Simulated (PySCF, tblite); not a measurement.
Isomers of C7H11O (doublet state), one GFN2-xTB conformer each. Single-point energies are computed at B3LYP/pcH-1 (PySCF, gas phase, no added dispersion term), electronic only. GFN2-xTB treats the open shell by occupation alone, and not every SCF solution was tested for stability.

```tsv
SMILES	GFN2-xTB relative energy (kcal/mol)
C[C@@H]1[CH]CC(=O)CC1	8.7
C=C1[CH]C[C@](C)(O)C1	10.0
C=CC[C@]1(C)C[CH]O1	45.2
[CH2]C(=O)[C@H](C)CC=C	41.1
[CH2]C[C@@]1(C)C[C@@H]1C=O	45.3
CC1=CCCC[C]1O	0.0
```

Conformers: `[CH3:1][C@@H:2]1[CH:3][CH2:4][C:5](=[O:6])[CH2:7][CH2:8]1` (doublet state) with C1–C2–C3–C4 172°, C2–C3–C4–C5 73°, C3–C4–C5–O6 101°, C4–C5–C7–C8 69°; `[CH2:1]=[C:2]1[CH:3][CH2:4][C@:5]([CH3:6])([OH:7])[CH2:8]1` (doublet state) with C4–C5–O7–H 176°, C1–C2–C3–C4 179°, C2–C3–C4–C5 -14°, C3–C4–C5–C6 -96°, C4–C5–C8–C2 -24°; `[CH2:1]=[CH:2][CH2:3][C@:4]1([CH3:5])[CH2:6][CH:7][O:8]1` (doublet state) with C1–C2–C3–C4 112°, C2–C3–C4–C5 66°; `[CH2:1][C:2](=[O:3])[C@H:4]([CH3:5])[CH2:6][CH:7]=[CH2:8]` (doublet state) with H–C1–C2–O3 -178° and -9°, C1–C2–C4–C5 -155°, C2–C4–C6–C7 -171°, C4–C6–C7–C8 -118°; `[CH2:1][CH2:2][C@@:3]1([CH3:4])[CH2:5][C@@H:6]1[CH:7]=[O:8]` (doublet state) with H–C1–C2–C3 -70° and 100°, C1–C2–C3–C4 -65°, C5–C6–C7–O8 -23°; `[CH3:1][C:2]1=[CH:3][CH2:4][CH2:5][CH2:6][C:7]1[OH:8]` (doublet state) with C6–C7–O8–H -2°, C2–C3–C4–C5 25°, C3–C4–C5–C6 -53°, C4–C5–C6–C7 55°, C5–C6–C7–O8 152°.

What does B3LYP/pcH-1 give for the same structures?

| SMILES | B3LYP/pcH-1 E (Eh) | B3LYP/pcH-1 (kcal/mol) | GFN2-xTB (kcal/mol) | point group |
| --- | --- | --- | --- | --- |
| CC1=CCCC[C]1O | -348.57758 | 0.0 | 0.0 | C1 |
| C=C1[CH]C[C@](C)(O)C1 | -348.56373 | 8.7 | 10.0 | C1 |
| C[C@@H]1[CH]CC(=O)CC1 | -348.56191 | 9.8 | 8.7 | C1 |
| [CH2]C(=O)[C@H](C)CC=C | -348.54431 | 20.9 | 41.1 | C1 |
| [CH2]C[C@@]1(C)C[C@@H]1C=O | -348.52229 | 34.7 | 45.3 | C1 |
| C=CC[C@]1(C)C[CH]O1 | -348.50752 | 44.0 | 45.2 | C1 |

Both levels put the same isomer lowest; measured from each level's own lowest isomer, the values differ by up to 20.2 kcal/mol ([CH2]C(=O)[C@H](C)CC=C: 41.1 against 20.9). As drawn, the lowest has an O–H bond, which the highest lacks; the highest has a four-membered ring, which the lowest lacks. Neighbours under 5.0 kcal/mol apart (C=C1[CH]C[C@](C)(O)C1 and C[C@@H]1[CH]CC(=O)CC1) can change places with a better method, another conformer or zero-point energy.

What happens when harmonic zero-point energies from GFN2-xTB frequencies are added?

| SMILES | ZPE (kcal/mol) | electronic (kcal/mol) | with ZPE (kcal/mol) |
| --- | --- | --- | --- |
| CC1=CCCC[C]1O | 101.2 | 0.0 | 0.0 |
| C=C1[CH]C[C@](C)(O)C1 | 100.0 | 8.7 | 7.5 |
| C[C@@H]1[CH]CC(=O)CC1 | 101.6 | 9.8 | 10.2 |
| [CH2]C(=O)[C@H](C)CC=C | 98.6 | 20.9 | 18.3 |
| [CH2]C[C@@]1(C)C[C@@H]1C=O | 98.7 | 34.7 | 32.2 |
| C=CC[C@]1(C)C[CH]O1 | 99.8 | 44.0 | 42.6 |

The zero-point energies span 3.0 kcal/mol. The order is unchanged.
